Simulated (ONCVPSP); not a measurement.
What one change does to a pseudopotential (Cs (Z = 55), ONCV)

```
Element                 : Cs (Z = 55)
Generator               : ONCVPSP 4.0.1
Type                    : optimised norm-conserving Vanderbilt (ONCV)
Functional              : LDA (Perdew-Zunger)
Relativity              : scalar-relativistic
Frozen core             : [Kr] 4d10
Valence charge          : 9
Reference configuration : 5s2 5p6 6s0.5 (charge +0.5)
Partial waves           : 5s+6s: rc 3.15 bohr, ncon 5, nbas 8, qcut 4.2 1/bohr, 3 projectors, debl 2.3 Ha; 5p: rc 1.90 bohr, ncon 4, nbas 8, qcut 4.8 1/bohr, 1 projector; d scattering state at 0.02 Ha: rc 2.70 bohr, ncon 5, nbas 8, qcut 4.1 1/bohr, 2 projectors, debl 3.4 Ha
Local potential         : polynomial inside 1.25 bohr (lpopt 5, dvloc0 0 Ha)
Core correction         : Teter function, fcfact 5.75, rcfact 1.45
```

In the d channel the program set the typed energies aside and used 0.050, 3.450 Ha.

Change: p: rc 2.1.

Cutoffs: the cutoffs (Ha) at which the residual kinetic energy of the hardest occupied pseudo-wave falls to 1 and 0.1 mHa per electron; they do not see the model core or the augmentation charge, which bear on the density cutoff. Errors are all-electron minus pseudo energies relative to the spin-unpolarised reference configuration.

Task: How do hardness, ghosts and transferability respond?

Result: The potential gets softer (11 Ha and 29 Ha → 9.4 Ha and 15 Ha); both files keep a bound ghost (p, s); the errors of the 3 common tests hardly move. A larger radius leaves more room for a smooth pseudo-wave, so fewer plane waves are needed.

```tsv
quantity	base	changed
cutoff, loose	11 Ha	9.4 Ha
cutoff, tight	29 Ha	15 Ha
loose cutoff by channel	s 5.9 Ha, p 11 Ha	s 5.9 Ha, p 9.4 Ha
bound ghosts	s, p	s, p
GHOST(+) flags under 300 eV	none	none
tests with a reliable result	3 of 4	3 of 4
error for 5s2 5p6 6s1, meV [ΔE -1.55 eV]	0.0	+0.1
error for 5s2 5p6 6s0, meV [ΔE 2.44 eV]	-0.2	-0.1
error for 5s2 5p5 6s1, meV [ΔE 16.44 eV]	+24	+27
s: phases at 3.20 bohr within 0.05 rad from the reference energy up to (Ha; the scan ends near 5)	to the end of the scan	to the end of the scan
d: phases at 2.74 bohr within 0.05 rad from the reference energy up to (Ha; the scan ends near 5)	2.1	2.1
rms error of d²Exc/dni dnj with the model core, mHa	1.45	1.45
```

 A true bound ghost makes a file unfit for plane-wave use even where its test errors are small: the radial tests pick states by their node count and pass the ghost by.
